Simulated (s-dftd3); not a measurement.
Cl4Ga (SMILES [Cl][Ga-]([Cl])([Cl])[Cl]), charge -1, singlet, geometry from GFN2-xTB (such geometries of metal compounds can be far from the true shape); D3(zero) for pbe0 (s-dftd3).

s-dftd3 was given this input:
```
$ s-dftd3 mol.xyz --zero pbe0 --json dftd3.json --noedisp --grad

# file mol.xyz
5

Ga     0.00000000     0.00000000    -0.00000000
Cl     1.71278737    -0.59908363    -1.19330116
Cl     0.65537446     0.49189976     2.01122558
Cl    -0.93767909     1.73912871    -0.90149802
Cl    -1.43048275    -1.63194484     0.08357359
```

Output, abridged:

```
-----------------------------------
 s i m p l e   D F T - D 3  v1.4.0
-----------------------------------

Zero (Chai-Head-Gordon) damping: pbe0-D3(0)
--------------------
  s6         1.0000
  s8         0.9280
  s9         0.0000
 rs6         1.2870
 rs8         1.0000
 alp        14.0000
--------------------

Dispersion energy:      -3.3026545713842E-03 Eh

Gradient norm:           2.1614249379161E-04 Eh/a0
--------------------------------------------------
     #    Z           dE/dx      dE/dy      dE/dz
--------------------------------------------------
     1   31 Ga   -3.014E-14  2.572E-13 -1.436E-12
     2   17 Cl    8.523E-05 -2.981E-05 -5.938E-05
     3   17 Cl    3.261E-05  2.448E-05  1.001E-04
     4   17 Cl   -4.666E-05  8.654E-05 -4.486E-05
     5   17 Cl   -7.118E-05 -8.121E-05  4.159E-06
--------------------------------------------------

Virial:
--------------------------------------------------
      component           x          y          z
--------------------------------------------------
          x       5.914E-04 -4.402E-11 -2.996E-11
          y      -4.402E-11  5.914E-04 -7.140E-12
          z      -2.996E-11 -7.140E-12  5.914E-04
--------------------------------------------------

[Info] JSON dump of results written to 'dftd3.json'
```
